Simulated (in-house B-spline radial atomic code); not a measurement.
**Binding energies in Ni6+**

NIST's tabulated ground configuration is [Ar] 3d4; each binding energy is the energy of the ion with one electron taken from that subshell, relaxed, less that of the parent. Method: Dirac-Hartree-Fock, average of configuration, Fermi nucleus of rms radius 3.7757 fm. Calculated with a B-spline radial code for spherical atoms. Energies include first-order Breit, QED and recoil terms.

| subshell | X-ray name | binding energy (eV) | -ε (eV) | relaxation (eV) |
| --- | --- | --- | --- | --- |
| 1s | K | 8477.1 | 8528.9 | 37.2 |
| 2s | L1 | 1161.2 | 1176.2 | 13.8 |
| 2p1/2 | L2 | 1020.2 | 1036.9 | 15.6 |
| 2p3/2 | L3 | 1003.1 | 1019.2 | 15.3 |
| 3s | M1 | 247.4 | 249.8 | 2.2 |
| 3p1/2 | M2 | 200.7 | 203.1 | 2.2 |
| 3p3/2 | M3 | 198.2 | 200.5 | 2.2 |
| 3d | M4,5 | 130.3 | 132.5 | 2.1 |

Relaxation = -ε minus the binding energy without Breit, QED and recoil terms.

Emission lines follow as differences of binding energies, with λ = 12398.42 eV·Å / E:

| line | holes | energy (eV) | wavelength (Å) |
| --- | --- | --- | --- |
| K-L3 | 1s → 2p3/2 | 7474.0 | 1.6589 |
| K-L2 | 1s → 2p1/2 | 7456.9 | 1.6627 |
| K-M3 | 1s → 3p3/2 | 8278.9 | 1.4976 |
| L1-M3 | 2s → 3p3/2 | 963.0 | 12.875 |
| L3-M1 | 2p3/2 → 3s | 755.7 | 16.407 |

Q: What screening constant σ does Moseley's law, E = (3/4)·13.6057 eV·(Z - σ)², need for K-L3?

A: σ = 0.94.

Q: What does it cost to remove both a 2p3/2 and a 3p1/2 electron?

A: 1239.7 eV, which is 35.91 eV more than the two single binding energies together.

Q: What does it cost to remove both a 2p3/2 and a 2p1/2 electron?

A: 2104.9 eV, which is 81.56 eV more than the two single binding energies together.

Q: What does it cost to remove both a 2s and a 3d electron?

A: 1326.7 eV, which is 35.12 eV more than the two single binding energies together.
